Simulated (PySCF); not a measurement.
Ge(H)3(tBu) (C4H12Ge), SMILES [C](C)(C)([GeH3])C.

Coordinates come from a B3LYP-D3(BJ)/def2-SVP optimisation. The isomer is the one that the SMILES or the coordinates give; other isomers of the formula were not compared.

Level of theory: TDA-PBE/def2-SVPD (PySCF).

Vertical excitations; the highest root listed may be one member of a degenerate set.  State labels are in the subgroup Cs.

```json
[
 {"state": "S1", "symmetry": "A'", "energy (eV)": "6.24", "λ (nm)": "199", "f": "0.039", "main pairs": "HOMO→LUMO 99 %"},
 {"state": "S2", "symmetry": "A'", "energy (eV)": "7.22", "λ (nm)": "172", "f": "0.306", "main pairs": "HOMO→LUMO+1 89 %"},
 {"state": "S3", "symmetry": "A\"", "energy (eV)": "7.26", "λ (nm)": "171", "f": "0.004", "main pairs": "HOMO→LUMO+2 (degenerate set)"},
 {"state": "S4", "symmetry": "A'", "energy (eV)": "7.26", "λ (nm)": "171", "f": "0.004", "main pairs": "HOMO→LUMO+3 (degenerate set)"},
 {"state": "S5", "symmetry": "A'", "energy (eV)": "7.44", "λ (nm)": "167", "f": "0.163", "main pairs": "HOMO→LUMO+4 93 %"},
 {"state": "S6", "symmetry": "A'", "energy (eV)": "7.62", "λ (nm)": "163", "f": "0.075", "main pairs": "HOMO−1→LUMO 90 %"},
 {"state": "T1", "symmetry": "A'", "energy (eV)": "6.07", "λ (nm)": "204", "f": "0", "main pairs": "HOMO→LUMO 98 %"},
 {"state": "T2", "symmetry": "A'", "energy (eV)": "6.39", "λ (nm)": "194", "f": "0", "main pairs": "HOMO→LUMO+1 98 %"}
]
```
Triplets are in the Tamm–Dancoff approximation.
